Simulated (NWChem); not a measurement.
System: Si₃H₆, singlet; SMILES [SiH3][Si][SiH3]

The following NWChem deck was run.

```
start job
memory heap 200 mb stack 900 mb global 1100 mb
geometry units angstroms noautosym nocenter noautoz
  Si    -0.000001     0.000002     1.304911
  Si    -1.677076     0.136875    -0.380708
  H     -1.934473    -1.327214    -0.625895
  H     -1.279712     0.755928    -1.686823
  H     -2.960430     0.757238     0.074203
  Si     1.677076    -0.136873    -0.380706
  H      1.934473     1.327215    -0.625896
  H      1.279712    -0.755928    -1.686821
  H      2.960429    -0.757236     0.074205
end
basis spherical
  Si library 6-31g*
  H library 6-31g*
end
dft
  xc hfexch
  iterations 150
  mulliken
end
task dft energy
esp
  recalculate
  probe 0.07
  range 0.3
  factor 1.0
  spacing 0.02
end
task esp
```

Parts of the log:

```
             Northwest Computational Chemistry Package (NWChem) 7.3.0
             --------------------------------------------------------

                             Geometry "geometry" -> ""
                             -------------------------

 Output coordinates in angstroms (scale by  1.889725989 to convert to a.u.)

  No.       Tag          Charge          X              Y              Z
 ---- ---------------- ---------- -------------- -------------- --------------
    1 Si                  14.0000    -0.00000100     0.00000200     1.30491100
    2 Si                  14.0000    -1.67707600     0.13687500    -0.38070800
    3 H                    1.0000    -1.93447300    -1.32721400    -0.62589500
    4 H                    1.0000    -1.27971200     0.75592800    -1.68682300
    5 H                    1.0000    -2.96043000     0.75723800     0.07420300
    6 Si                  14.0000     1.67707600    -0.13687300    -0.38070600
    7 H                    1.0000     1.93447300     1.32721500    -0.62589600
    8 H                    1.0000     1.27971200    -0.75592800    -1.68682100
    9 H                    1.0000     2.96042900    -0.75723600     0.07420500

 Effective nuclear repulsion energy (a.u.)     175.2006556354

  xc_inp: hfexch multiplicative factor not found.

                                 NWChem DFT Module
                                 -----------------

 Summary of "ao basis" -> "ao basis" (spherical)
 ------------------------------------------------------------------------------
       Tag                 Description            Shells   Functions and Types
 ---------------- ------------------------------  ------  ---------------------
 Si                          6-31g*                  8       18   4s3p1d
 H                           6-31g*                  2        2   2s

            General Information
            -------------------
          SCF calculation type: DFT
          Wavefunction type:  closed shell.
          No. of atoms     :     9
          No. of electrons :    48
           Alpha electrons :    24
            Beta electrons :    24
          Charge           :     0
          Spin multiplicity:     1
          Use of symmetry is: off; symmetry adaption is: off
          Maximum number of iterations: 150
          AO basis - number of functions:    66
                     number of shells:    36
          Convergence on energy requested:  1.00D-06
          Convergence on density requested:  1.00D-05
          Convergence on gradient requested:  5.00D-04

              XC Information
              --------------
                     Hartree-Fock (Exact) Exchange  1.000

      Superposition of Atomic Density Guess
      -------------------------------------

 Sum of atomic energies:        -869.44131780

      Non-variational initial energy
      ------------------------------

 Total energy =    -870.112977
 1-e energy   =   -1553.838782
 2-e energy   =     508.525149
 HOMO         =      -0.208568
 LUMO         =      -0.100568

     ---------------------------------------------
      Total Density - Mulliken Population Analysis
     ---------------------------------------------

    Atom       Charge   Shell Charges
 -----------   ------   -------------------------------------------------------
    1 Si  14    13.68   2.00  2.00  5.97  1.19  1.24  0.70  0.55  0.03
    2 Si  14    14.04   2.00  2.00  5.97  1.01  1.81  0.39  0.75  0.09
    3 H    1     1.02   0.46  0.57
    4 H    1     1.05   0.47  0.58
    5 H    1     1.05   0.47  0.58
    6 Si  14    14.04   2.00  2.00  5.97  1.01  1.81  0.39  0.75  0.09
    7 H    1     1.02   0.46  0.57
    8 H    1     1.05   0.47  0.58
    9 H    1     1.05   0.47  0.58

   convergence    iter        energy       DeltaE   RMS-Dens  Diis-err
 ---------------- ----- ----------------- --------- --------- ---------
 d= 0,ls=0.0,diis     1   -870.1141157876 -1.05D+03  7.79D-03  1.11D-01
 d= 0,ls=0.0,diis     2   -870.1512009314 -3.71D-02  2.94D-03  1.05D-02
 d= 0,ls=0.0,diis     3   -870.1556629998 -4.46D-03  1.01D-03  7.19D-04
 d= 0,ls=0.0,diis     4   -870.1559920261 -3.29D-04  3.34D-04  3.18D-05
 d= 0,ls=0.0,diis     5   -870.1560132778 -2.13D-05  8.05D-05  1.27D-06
 d= 0,ls=0.0,diis     6   -870.1560141509 -8.73D-07  1.37D-05  3.68D-08
 d= 0,ls=0.0,diis     7   -870.1560141654 -1.45D-08  2.67D-06  1.90D-09

         Total DFT energy =     -870.156014165431
      One electron energy =    -1555.777030911326
           Coulomb energy =      573.614844307960
    Exchange-Corr. energy =      -63.194483197472
 Nuclear repulsion energy =      175.200655635408

 Numeric. integr. density =        0.000000000000

                       DFT Final Molecular Orbital Analysis
                       ------------------------------------

 Vector   22  Occ=2.000000D+00  E=-4.737252D-01
              MO Center= -2.0D-05, -6.3D-06, -6.5D-01, r^2= 6.4D+00
   Bfn.  Coefficient  Atom+Function         Bfn.  Coefficient  Atom+Function
  ----- ------------  ---------------      ----- ------------  ---------------
    27      0.228638  2 Si pz                51     -0.228639  6 Si pz
    42      0.213070  5 H  s                 66     -0.213065  9 H  s
    40     -0.211021  4 H  s                 64      0.211027  8 H  s
    39     -0.166445  4 H  s                 63      0.166449  8 H  s
    25     -0.162798  2 Si px                49     -0.162798  6 Si px

 Vector   23  Occ=2.000000D+00  E=-3.663003D-01
              MO Center= -9.7D-07,  1.5D-06,  4.2D-01, r^2= 4.1D+00
   Bfn.  Coefficient  Atom+Function         Bfn.  Coefficient  Atom+Function
  ----- ------------  ---------------      ----- ------------  ---------------
     7      0.418656  1 Si px                25     -0.238762  2 Si px
    49     -0.238762  6 Si px                27     -0.194535  2 Si pz
    51      0.194535  6 Si pz                28     -0.174922  2 Si s
    52      0.174922  6 Si s                  3     -0.156879  1 Si px
    42      0.153065  5 H  s                 66     -0.153065  9 H  s

 Vector   24  Occ=2.000000D+00  E=-3.183802D-01
              MO Center= -9.0D-07,  1.8D-06,  1.2D+00, r^2= 3.6D+00
   Bfn.  Coefficient  Atom+Function         Bfn.  Coefficient  Atom+Function
  ----- ------------  ---------------      ----- ------------  ---------------
     9      0.468050  1 Si pz                10      0.359300  1 Si s
    13      0.264845  1 Si pz                 6      0.253358  1 Si s
     5     -0.175321  1 Si pz                27     -0.150447  2 Si pz
    51     -0.150447  6 Si pz                40      0.143659  4 H  s
    64      0.143659  8 H  s                 25     -0.141761  2 Si px

 Vector   25  Occ=0.000000D+00  E=-7.923732D-03
              MO Center= -8.2D-07,  2.0D-06,  1.1D+00, r^2= 3.6D+00
   Bfn.  Coefficient  Atom+Function         Bfn.  Coefficient  Atom+Function
  ----- ------------  ---------------      ----- ------------  ---------------
    12      0.636159  1 Si py                 8      0.396110  1 Si py
    38      0.176062  3 H  s                 62     -0.176062  7 H  s
     4     -0.170192  1 Si py                40     -0.134852  4 H  s
    64      0.134852  8 H  s                 11      0.132326  1 Si px
     7      0.091169  1 Si px                28      0.083631  2 Si s

 Vector   26  Occ=0.000000D+00  E= 1.176725D-01
              MO Center= -2.9D-07,  1.7D-06,  7.3D-01, r^2= 7.2D+00
   Bfn.  Coefficient  Atom+Function         Bfn.  Coefficient  Atom+Function
  ----- ------------  ---------------      ----- ------------  ---------------
    11      1.242147  1 Si px                28      0.898925  2 Si s
    52     -0.898923  6 Si s                 29      0.792086  2 Si px
    53      0.792086  6 Si px                31      0.332537  2 Si pz
    55     -0.332536  6 Si pz                12     -0.305761  1 Si py
    40     -0.294490  4 H  s                 64      0.294490  8 H  s

 Vector   27  Occ=0.000000D+00  E= 1.300524D-01
              MO Center=  1.1D-06,  1.0D-06,  4.7D-02, r^2= 9.1D+00
   Bfn.  Coefficient  Atom+Function         Bfn.  Coefficient  Atom+Function
  ----- ------------  ---------------      ----- ------------  ---------------
    10      2.007353  1 Si s                 13     -1.317918  1 Si pz
    28     -0.947997  2 Si s                 52     -0.947997  6 Si s
    31     -0.898362  2 Si pz                55     -0.898363  6 Si pz
    29     -0.746131  2 Si px                53      0.746131  6 Si px
     6      0.222234  1 Si s                  9     -0.197902  1 Si pz

     ---------------------------------------------
      Total Density - Mulliken Population Analysis
     ---------------------------------------------

    Atom       Charge   Shell Charges
 -----------   ------   -------------------------------------------------------
    1 Si  14    13.88   2.00  2.00  5.97  1.16  1.49  0.67  0.52  0.06
    2 Si  14    13.69   2.00  2.00  5.98  0.93  1.90  0.33  0.40  0.16
    3 H    1     1.13   0.49  0.64
    4 H    1     1.12   0.49  0.63
    5 H    1     1.12   0.49  0.63
    6 Si  14    13.69   2.00  2.00  5.98  0.93  1.90  0.33  0.40  0.16
    7 H    1     1.13   0.49  0.64
    8 H    1     1.12   0.49  0.63
    9 H    1     1.12   0.49  0.63

     -------------------------------------------
      Total Density - Lowdin Population Analysis
     -------------------------------------------

    Atom       Charge   Shell Charges
 -----------   ------   -------------------------------------------------------
    1 Si  14    13.92   2.00  1.99  5.88  0.96  1.44  0.62  0.95  0.07
    2 Si  14    13.86   2.00  1.98  5.90  0.68  1.73  0.40  0.99  0.19
    3 H    1     1.06   0.49  0.57
    4 H    1     1.06   0.49  0.57
    5 H    1     1.06   0.50  0.57
    6 Si  14    13.86   2.00  1.98  5.90  0.68  1.73  0.40  0.99  0.19
    7 H    1     1.06   0.49  0.57
    8 H    1     1.06   0.49  0.57
    9 H    1     1.06   0.50  0.57

     Multipole analysis of the density
     ---------------------------------

     L   x y z        total         alpha         beta         nuclear
     -   - - -        -----         -----         ----         -------
     0   0 0 0     -0.000000    -24.000000    -24.000000     48.000000

     1   1 0 0      0.000001      0.000015      0.000015     -0.000028
     1   0 1 0      0.000001     -0.000055     -0.000055      0.000111
     1   0 0 1     -0.033992     -2.976242     -2.976242      5.918491

     2   2 0 0    -36.321026   -209.284468   -209.284468    382.247911
     2   1 1 0      0.154413     13.844837     13.844837    -27.535260
     2   1 0 1      0.000007     -0.000059     -0.000059      0.000126
     2   0 2 0    -31.730686    -27.180675    -27.180675     22.630665
     2   0 1 1     -0.000005     -0.000033     -0.000033      0.000061
     2   0 0 2    -37.655773    -80.219119    -80.219119    122.782464

                     NWChem Electrostatic Potential Fit Module
                     -----------------------------------------

 Atom parameters

 Number of atoms is                                    9
 Number of basis functions is                         66

 Grid parameters

 Maximum number of grid points is                  43865
 Number of grid points is                          43864
 Grid range                                     0.300000 nm
 Grid spacing                                   0.020000 nm
 Probe radius                                   0.070000 nm
 Atom radius factor                             1.000000

 Atomic radii

    1    0.100000
   14    0.187000
 FASTESP  F
  using M.O. file = ./job.movecs

    Atom              Coordinates                           Charge

                                                  ESP

    1 Si   -0.000000    0.000000    0.130491   -0.249673
    2 Si   -0.167708    0.013688   -0.038071    0.820588
    3 H    -0.193447   -0.132721   -0.062590   -0.201840
    4 H    -0.127971    0.075593   -0.168682   -0.241105
    5 H    -0.296043    0.075724    0.007420   -0.253329
    6 Si    0.167708   -0.013687   -0.038071    0.820826
    7 H     0.193447    0.132722   -0.062590   -0.201171
    8 H     0.127971   -0.075593   -0.168682   -0.239396
    9 H     0.296043   -0.075724    0.007421   -0.254900
                                            ------------
                                                0.000000

 Dipole moment                                  0.140517

 Quadrupole moment Qxx                         -4.874316
                   Qyy                          4.633328
                   Qzz                          0.240989

 RMS deviation kJ/mol                           0.123704

 RRMS %                                        69.136100
```

Level: Hartree-Fock/6-31G* (spherical d). Low-valent species are run as closed-shell singlets; no triplet was tried in these runs. All runs use the structure optimised with PBE0/def2-SVP.
